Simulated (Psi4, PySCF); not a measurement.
Relaxed torsion scan: SMILES C([SiH2]OC)C(C)C. Scanned: dihedral C1–O2–Si3–C4; all other coordinates were relaxed at GFN2-xTB. Points at φ and −φ are mirror images. Heavy atoms are numbered in the order of the SMILES CO[SiH2]CC(C)C, hydrogens after them in the order of the atoms that carry them; the mirror image has the same energies with the sign of each dihedral reversed.

Methods: RKS-B3LYP/6-31G* = restricted B3LYP/6-31G*, spherical d, density fitting // GFN2-xTB run with PySCF; RHF/6-31G* = restricted Hartree-Fock/6-31G*, spherical d, density fitting // GFN2-xTB in PySCF; RKS-BP86/6-31G* = PySCF with restricted BP86/6-31G*, spherical d, density fitting // GFN2-xTB; PBE-D3(BJ)/def2-SVP // GFN2-xTB (Psi4).

Energies relative to the lowest point of each profile, in kJ/mol; the last columns give the difference from PBE-D3(BJ):

```csv
φ / °,RKS-B3LYP/6-31G*,RHF/6-31G*,RKS-BP86/6-31G*,PBE-D3(BJ)/def2-SVP,RKS-B3LYP/6-31G* − PBE-D3(BJ)/def2-SVP,RHF/6-31G* − PBE-D3(BJ)/def2-SVP,RKS-BP86/6-31G* − PBE-D3(BJ)/def2-SVP
-165,0.4,0.5,0.4,0.4,0.1,0.1,0.1
-150,1.7,1.7,1.8,1.6,0.1,0.1,0.2
-135,3.1,3.1,3.3,3.1,0.1,0.1,0.2
-120,4.2,4.6,4.3,4.1,0.1,0.5,0.2
-105,4.6,5.3,4.5,4.6,0.0,0.7,-0.1
-90,4.4,5.9,4.0,4.5,-0.1,1.4,-0.5
-75,4.1,6.0,3.5,4.1,0.0,1.8,-0.6
-60,3.9,6.2,3.2,3.7,0.2,2.5,-0.5
-45,4.7,6.8,4.1,4.4,0.3,2.4,-0.3
-30,6.0,7.6,5.7,5.6,0.4,2.0,0.1
-15,7.3,8.3,7.3,6.8,0.5,1.5,0.4
0,8.4,9.5,8.5,7.9,0.5,1.6,0.6
15,7.3,8.3,7.3,6.8,0.5,1.5,0.4
30,6.0,7.6,5.7,5.6,0.4,2.0,0.1
45,4.7,6.8,4.1,4.4,0.3,2.4,-0.3
60,3.9,6.2,3.2,3.7,0.2,2.5,-0.5
75,4.1,6.0,3.5,4.1,0.0,1.8,-0.6
90,4.4,5.9,4.0,4.5,-0.1,1.4,-0.5
105,4.6,5.3,4.5,4.6,0.0,0.7,-0.1
120,4.2,4.6,4.3,4.1,0.1,0.5,0.2
135,3.1,3.1,3.3,3.1,0.1,0.1,0.2
150,1.7,1.7,1.8,1.6,0.1,0.1,0.2
165,0.4,0.5,0.4,0.4,0.1,0.1,0.1
180,0.0,0.0,0.0,0.0,0.0,0.0,0.0
```

RKS-B3LYP/6-31G* is furthest from PBE-D3(BJ)/def2-SVP at 0 (0.5 kJ/mol, above); its mean absolute difference over the points is 0.2 kJ/mol.

RHF/6-31G* is furthest from PBE-D3(BJ)/def2-SVP at -60 (2.5 kJ/mol, above); its mean absolute difference over the points is 1.2 kJ/mol.

RKS-BP86/6-31G* is furthest from PBE-D3(BJ)/def2-SVP at -75 (-0.6 kJ/mol, below); its mean absolute difference over the points is 0.3 kJ/mol.
